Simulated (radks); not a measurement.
Values are calculated unless marked as measured or tabulated.
The lead ion Pb3+, 79 electrons, occupied as [Xe] 4f14 5d10 6s1. Level of theory: non-relativistic Kohn-Sham, PBEsol, spin-polarised, spherical densities, point nucleus; open shells are filled with parallel spins first (spin-orbit coupling, left out, can overturn this in heavy ions); relativity is left out, which matters for an element this heavy (a radial shooting solver on a logarithmic mesh with Libxc functionals).

Radial electron density D(r) = 4 pi r^2 rho(r):

| r (bohr) | D(r) (e/bohr) | spin D(r) |
|---|---|---|
| 0.0008324 | 3.008 | 0.000259 |
| 0.001128 | 5.264 | 0.000452 |
| 0.001517 | 8.927 | 0.000765 |
| 0.002056 | 15.01 | 0.00128 |
| 0.002786 | 24.47 | 0.00207 |
| 0.003776 | 38.23 | 0.00319 |
| 0.005076 | 55.90 | 0.00453 |
| 0.00688 | 76.69 | 0.00585 |
| 0.009324 | 95.41 | 0.00640 |
| 0.01264 | 105.3 | 0.00521 |
| 0.01713 | 103.1 | 0.00210 |
| 0.02302 | 97.28 | -0.000411 |
| 0.0312 | 105.5 | 0.00259 |
| 0.04229 | 132.5 | 0.0116 |
| 0.05731 | 148.9 | 0.0124 |
| 0.07706 | 133.6 | -0.00332 |
| 0.1044 | 124.9 | -0.00124 |
| 0.1415 | 140.3 | 0.0284 |
| 0.1918 | 114.9 | 0.00786 |
| 0.26 | 83.30 | 0.00962 |
| 0.3495 | 96.39 | 0.0475 |
| 0.4737 | 73.07 | -0.00245 |
| 0.642 | 32.98 | 0.0959 |
| 0.8701 | 24.58 | 0.0636 |
| 1.17 | 17.89 | -0.0425 |
| 1.585 | 7.431 | 0.378 |
| 2.149 | 2.138 | 0.648 |
| 2.912 | 0.4864 | 0.330 |
| 3.946 | 0.06370 | 0.0577 |
| 5.306 | 0.003161 | 0.00310 |

D(r) has 4 maxima, at r = 0.0138, 0.0569, 0.145, 0.364 bohr, and minima at 0.0240, 0.0964, 0.262 bohr, inside which lie 1.94, 11.41, 30.57 electrons.
